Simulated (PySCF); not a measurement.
```xyz
10

O     -2.2290     1.2830     0.3040
C     -1.1083     0.8483     0.1966
C     -0.7089    -0.5930    -0.1190
C      0.7768    -0.6940    -0.1591
C      1.4246     0.4562     0.0808
S      0.4006     1.8516     0.3939
H     -1.1860    -0.8719    -1.0743
H     -1.1649    -1.2432     0.6474
H      1.2905    -1.6319    -0.3676
H      2.5044     0.5949     0.0973
```

Charge 0, multiplicity 1.

Question: Give the Mulliken and meta-Löwdin atomic charges from PBE-D3(BJ)/def2-TZVP run with PySCF.

Answer: 
```json
[
 {"atom": "O1", "Mulliken (e)": "-0.22", "meta-Löwdin (e)": "-0.37"},
 {"atom": "C2", "Mulliken (e)": "0.09", "meta-Löwdin (e)": "0.26"},
 {"atom": "C3", "Mulliken (e)": "-0.07", "meta-Löwdin (e)": "-0.26"},
 {"atom": "C4", "Mulliken (e)": "-0.23", "meta-Löwdin (e)": "-0.15"},
 {"atom": "C5", "Mulliken (e)": "-0.08", "meta-Löwdin (e)": "-0.22"},
 {"atom": "S6", "Mulliken (e)": "-0.01", "meta-Löwdin (e)": "0.15"},
 {"atom": "H7", "Mulliken (e)": "0.13", "meta-Löwdin (e)": "0.16"},
 {"atom": "H8", "Mulliken (e)": "0.13", "meta-Löwdin (e)": "0.16"},
 {"atom": "H9", "Mulliken (e)": "0.12", "meta-Löwdin (e)": "0.13"},
 {"atom": "H10", "Mulliken (e)": "0.14", "meta-Löwdin (e)": "0.14"}
]
```
